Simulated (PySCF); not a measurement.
# Relaxation of quartet RuH3

Method: PySCF, UPBE0, basis Ru x2c-TZVPall, H x2c-TZVPall (spin-free X2C, no spin–orbit coupling, density fitting). A (50,194) grid was used.

A start at or just off a symmetric point, pushed along the force that breaks its symmetry, of C2v symmetry, free to break it:

Coordinates in bohr (charge 0 multiplicity 4):
```
Ru   -0.0012    0.0000    0.0000
H     3.0074    0.0000    0.0000
H    -1.4414    2.7717    0.0000
H    -1.4415   -2.7717    0.0000
```

Optimiser trace:
```json
{"step": "0", "E − E(last) (kJ/mol)": "28.98", "largest gradient (Eh/bohr)": "0.01332"}
{"step": "1", "E − E(last) (kJ/mol)": "8.59", "largest gradient (Eh/bohr)": "0.01040"}
{"step": "2", "E − E(last) (kJ/mol)": "0.30", "largest gradient (Eh/bohr)": "0.00445"}
{"step": "3", "E − E(last) (kJ/mol)": "0.09", "largest gradient (Eh/bohr)": "0.00239"}
{"step": "4", "E − E(last) (kJ/mol)": "0.00", "largest gradient (Eh/bohr)": "0.00019"}
{"step": "5", "E − E(last) (kJ/mol)": "0.00", "largest gradient (Eh/bohr)": "0.00005"}
```

It ends at C2v with Ru–H 1.560 Å, Ru–H 1.679 Å (×2); H–Ru–H 106.3° (×2), H–Ru–H 147.3°. A frequency run shows a minimum. Other isomers or separated fragments may lie lower.

Final geometry:
Z-matrix (Å, degrees; charge 0 multiplicity 4):
```
Ru
H  1 1.5604
H  1 1.6795 2 106.33
H  1 1.6795 2 106.33 3 180.00
```

With open d or f shells other occupations or spin states may lie lower. At this level a doublet minimum of C3v symmetry lies 94 kJ/mol below this structure.
